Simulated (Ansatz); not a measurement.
The cation of CuH2N, SMILES `[NH2][Cu]` at the neutral geometry.

```yaml
crystal:
  periodic: [false, false, false]
  atoms:
    - {symbol: N, position_ang: [-0.277274, 0.250886, 0.117513]}
    - {symbol: Cu, position_ang: [1.383590, -0.301574, 0.652607]}
    - {symbol: H, position_ang: [-0.862446, -0.581510, 0.055500]}
    - {symbol: H, position_ang: [-0.188369, 0.571898, -0.845920]}
basis:
  gaussian: {orbitals: def2-TZVPP}
total_charge: 1
magnetization: {spin_polarized: true, initial_magnetization: 1}
hamiltonian: {xc: {name: B2PLYP}}
correlation: {frozen_orbitals: {Cu: 9, H: 0, "N": 1}}
```

```sh
$ ansatz run in.yaml --threads 2 --pin off --events-out ev --progress --plain --max-ram 32768MiB --backend cpu
```

Output, abridged:

```
Functional definition: B2PLYP
802 factors; integrals over basis functions are off by at most 1.1e-3 eV
mean field evaluation 1: about -46120.7686 eV, gradient 1.1e2 eV
mean field evaluation 2: about -46120.8260 eV, gradient 1.1e2 eV
mean field evaluation 4: about -46137.3754 eV, gradient 2.7e1 eV
mean field evaluation 8: about -46140.4389 eV, gradient 1.1e0 eV
mean field evaluation 16: about -46140.4826 eV, gradient 2.5e-2 eV
mean field -46140.48262443 eV, -1695.6314613054 hartree, gradient 4.3e-6 eV, S^2 0.760740; 0 other end points of the search recorded, 0 dependent functions left out
10 core orbitals not correlated: weight in the atoms' cores, before any rotation towards them, 1.000 or more for the frozen orbitals, at most 0.000 for the correlated occupied ones
reference -46140.48274309 eV, -1695.6314656662 hartree; 9, 8 occupied and 104, 105 virtual orbitals, 802 factors
second order -22.08389253 eV of doubles, -0.00000000 eV of singles
Total energy: -46146.44539408 eV, -1695.8505890482 hartree
```

Run time 8 s (2 threads of a server CPU on a shared host); peak host memory 0.44 GiB.
